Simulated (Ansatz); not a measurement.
C$_{6}$H$_{19}$HfN$_{3}$O, SMILES `C[N](C)[Hf]([OH])([N](C)C)[N](C)C`. Charge 0, multiplicity 1. Hf: def2 effective core potential. The geometry is a stationary point of PBE0-D4/def2-TZVP. It is one conformer, not always the lowest.

```xyz
30

C    -3.036   -0.321    0.566
N    -1.774   -0.731   -0.002
C    -1.777   -2.119   -0.385
Hf   -0.291    0.656   -0.252
O    -1.008    2.346   -0.917
N     0.645    0.813    1.560
C     0.421    0.111    2.796
C     1.686    1.806    1.676
N     1.089   -0.123   -1.551
C     0.895    0.002   -2.975
C     2.327   -0.787   -1.230
H    -3.274   -0.883    1.482
H    -3.022    0.742    0.831
H    -3.872   -0.470   -0.135
H    -0.819   -2.398   -0.829
H    -1.953   -2.779    0.479
H    -2.565   -2.339   -1.122
H    -1.221    3.271   -0.968
H     1.325   -0.419    3.133
H    -0.374   -0.628    2.677
H     0.129    0.794    3.609
H     1.840    2.331    0.725
H     2.652    1.358    1.954
H     1.449    2.570    2.433
H    -0.038    0.531   -3.201
H     0.842   -0.980   -3.469
H     1.711    0.564   -3.454
H     3.197   -0.256   -1.648
H     2.355   -1.812   -1.632
H     2.462   -0.849   -0.148
```

What is the dipole moment at PBE/def2-TZVPP? (An estimate is asked.)

The calculation gave: 0.68 D, with components (0.00, 0.64, 0.23) D in this frame, pointing from negative to positive charge.

And with r2SCAN, B3LYP, ωB97M-V? (An estimate is asked.)

Computed: r2SCAN 0.70 D, B3LYP 0.71 D, ωB97M-V 0.78 D.

Give the Mulliken charges with PBE, ωB97M-V, r2SCAN in def2-TZVPP. (An estimate is asked.)

Ansatz gave: 
```tsv
atom	PBE	ωB97M-V	r2SCAN
C1	-0.16	-0.23	-0.02
N2	-0.21	-0.29	-0.32
C3	-0.16	-0.21	-0.02
Hf4	0.45	0.58	0.69
O5	-0.38	-0.39	-0.48
N6	-0.21	-0.29	-0.31
C7	-0.16	-0.21	-0.02
C8	-0.16	-0.23	-0.03
N9	-0.22	-0.30	-0.33
C10	-0.16	-0.22	-0.02
C11	-0.16	-0.22	-0.03
H12	0.08	0.11	0.04
H13	0.08	0.10	0.04
H14	0.08	0.11	0.04
H15	0.08	0.10	0.04
H16	0.07	0.11	0.04
H17	0.07	0.11	0.04
H18	0.16	0.14	0.17
H19	0.07	0.10	0.04
H20	0.08	0.10	0.04
H21	0.07	0.10	0.04
H22	0.08	0.10	0.04
H23	0.08	0.11	0.04
H24	0.08	0.11	0.04
H25	0.08	0.10	0.04
H26	0.08	0.11	0.04
H27	0.07	0.11	0.04
H28	0.07	0.11	0.04
H29	0.07	0.11	0.04
H30	0.08	0.10	0.04
```

B3LYP here is the variant with VWN-RPA as its local correlation; programs differ in this.
